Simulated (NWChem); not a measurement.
# BeNH3S; SMILES [NH2][Be][SH]

```xyz
6

Be     0.0178    -0.6012     0.0000
N      0.0184    -2.1008     0.0000
H      0.0235    -2.6839    -0.8279
H      0.0235    -2.6839     0.8279
S      0.0646     1.3139     0.0000
H     -1.2808     1.4558     0.0000
```
Atoms are numbered in this order, from 1.

Geometry: optimised at B3LYP/6-31G* (spherical d).

Symmetry labels are those of Cs in the frame above (b1 and b2, or b-type labels, depend on it).

### Question
List the 4 lowest vertical singlet excitations and the 4 lowest triplet ones from B3LYP/def2-SVP, TDA (NWChem).

### Answer
```csv
state,energy (eV),oscillator strength,symmetry,leading excitation (squared amplitude)
S1,5.81,0.059,a",HOMO → LUMO (0.96)
S2,5.99,0.058,a',HOMO−1 → LUMO (0.98)
S3,6.21,0.000,a",HOMO−1 → LUMO+1 (0.99)
S4,6.36,0.012,a",HOMO → LUMO+2 (0.96)
T1,5.42,spin-forbidden,a",HOMO → LUMO (0.88)
T2,5.59,spin-forbidden,a',HOMO−1 → LUMO (0.95)
T3,5.72,spin-forbidden,a',HOMO → LUMO+1 (0.87)
T4,5.79,spin-forbidden,a',HOMO−1 → LUMO+2 (0.83)
```
